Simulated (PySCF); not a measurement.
**Gas-phase XPS of cyclo-(F2SiS)2, computed**

Cyclo-(F2SiS)2.
Structure used (PBE0-D3(BJ)/def2-SVP), in Å, numbered top down from 1:
```
atom  x, y, z in Å
Si1   -0.572   -0.512    1.093
F2    -1.241   -1.958    1.268
F3    -0.753    0.206    2.515
S4     1.459   -0.618    0.483
Si5    0.606    0.491   -1.114
F6     0.787   -0.226   -2.536
F7     1.276    1.936   -1.288
S8    -1.424    0.596   -0.504
```

Computed with delta-SCF UKS SCAN, pcX-2 on the ionised atom, pcseg-1 elsewhere, spin-free X2C in PySCF. These are vertical core ionisation energies against the vacuum level, from separate self-consistent calculations with and without the core hole.

List the computed XPS lines with their assignment.

| atom(s) | bonded to | level | binding energy (eV) | 2p1/2 (eV) | count |
| --- | --- | --- | --- | --- | --- |
| Si1/Si5 | 2 F and 2 S | Si 2p3/2 | 110.36 | 110.98 | 2 |
| Si1/Si5 | 2 F and 2 S | Si 1s | 1850.59 | – | 2 |
| F2/F3/F6/F7 | Si | F 1s | 693.51 | – | 4 |
| S4/S8 | 2 Si | S 1s | 2478.13 | – | 2 |

Which photon energy gives electrons from F 1s of F2 (atom 2)/F3/F6/F7 a kinetic energy of 20 eV, and what is their de Broglie wavelength?

hν = 693.51 + 20 = 713.51 eV, recoil neglected; λ = 12.264 Å/√(E/eV) = 2.74 Å.

Atoms equivalent by their bonding share one computed value, that of the first of them. Not every level is listed. 2p3/2 and 2p1/2 are the ΔSCF energy of one spin-free 2p hole plus the eigenvalues of a spin–orbit and ligand-field matrix of the shell. 2p1/2 minus 2p3/2 (ligand field included): Si 0.62 eV. One conformer (not necessarily the lowest) at the PBE0-D3(BJ)/def2-SVP geometry, without solvent, vibrations or thermal averaging.

Time: 27 s wall; peak memory 0.55 GiB. Hardware: one thread of an Arm Neoverse V1, no GPU, shared host with 32 logical CPUs at a one-minute load of 18.
